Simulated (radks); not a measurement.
The numbers below are computed, except where a source is named.
Question: Valence configurations of Sb I (all share [Kr]). Level of theory: scalar-relativistic Kohn-Sham, PBE, spin-polarised, spherical densities, point nucleus; open shells are filled with parallel spins first (spin-orbit coupling, left out, can overturn this in heavy ions) (a radial shooting solver on a logarithmic mesh with Libxc functionals). Order these by energy: 4d10 5s2 5p3; 4d10 5s1 5p4; 4d9 5s1 5p5; 4d8 5s2 5p5; 4d7 5s2 5p6; 4d10 5s1.5 5p3.5; 4d8.5 5s2 5p4.5; 4d10 5s0.5 5p4.5; 4d9.5 5s2 5p3.5; 4d9 5s2 5p4.

Answer: From the lowest, in eV above it: 4d10 5s2 5p3 0.000; 4d10 5s1.5 5p3.5 4.038; 4d10 5s1 5p4 8.101; 4d10 5s0.5 5p4.5 13.046; 4d9.5 5s2 5p3.5 15.285; 4d9 5s2 5p4 31.609; 4d9 5s1 5p5 40.403; 4d8.5 5s2 5p4.5 48.968; 4d8 5s2 5p5 67.357; 4d7 5s2 5p6 107.21. NIST lists [Kr] 4d10 5s2 5p3 as the ground configuration; this level of theory agrees among the configurations tried. The energies are those of spherical high-spin densities, not of single terms.
